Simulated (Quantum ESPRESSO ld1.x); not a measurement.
Results of a calculation; reference values are marked as such.
He, configuration [He] (the NIST ground configuration).

Level of theory: scalar-relativistic Kohn-Sham, relativistic LDA (MacDonald-Vosko exchange, VWN5 correlation), spin-unpolarised, spherical densities, point nucleus (ld1.x of Quantum ESPRESSO 7.5).

Energy parts (eV):
| part | energy |
|---|---|
| total | -77.14 |
| kinetic | 75.31 |
| electron-nucleus | -180.29 |
| Hartree | 54.31 |
| exchange-correlation | -26.48 |

Orbitals (lengths in bohr, moments of r in powers of bohr; <r^-3> diverges for s and p1/2):
| orbital | occ. | eigenvalue (eV) | <r^-3> |
|---|---|---|---|
| 1s | 2 | -15.5200 | - |

The highest occupied level is 1s at -15.520 eV. For comparison, the ionisation energy in NIST's Atomic Spectra Database is 24.587 eV (measured). In exact Kohn-Sham theory the highest level is minus the ionisation energy, but local and semilocal functionals leave it too shallow, through self-interaction and a potential that decays too fast; potentials with the right tail come closer. Summed over all electrons, <r^2> = 2.573 bohr^2, which gives a Langevin (diamagnetic) susceptibility term of -2.04 x 10^-6 cm^3/mol. The density falls to 0.001 e/bohr^3 at r = 2.57 bohr.
